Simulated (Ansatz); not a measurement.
Basis-set extrapolation for `COCN[SiH3]` (PBE0-D4/def2-TZVP geometry, frozen core, the Gaussian-basis code of Ansatz). Multiplicity 1, RHF reference.

```tsv
	def2-TZVPP	def2-QZVPP
HF	-499.317975	-499.337431
MP2 correlation	-0.926969	-0.992513
CCSD(T) correlation	-1.014147	not run
```

Energies in hartree. Use E(X) = E(∞) + A·exp(−7.88·√X) for Hartree–Fock and E(X) = E(∞) + B·X^(−2.97) for correlation, with X = 3 and 4, and add CCSD(T) minus MP2 of the smaller set to the MP2 limit.

Q: What is the CCSD(T) energy at the basis-set limit?

A: HF limit: -499.337431 + (-0.019456) × 0.13774 = -499.34011. MP2 limit: -0.992513 + (-0.065544) × 0.74074 = -1.04106. Higher-order term: -1.014147 − (-0.926969) = -0.08718. Total: -500.46835 hartree, 357.7 kJ/mol below CCSD(T)/def2-TZVPP.
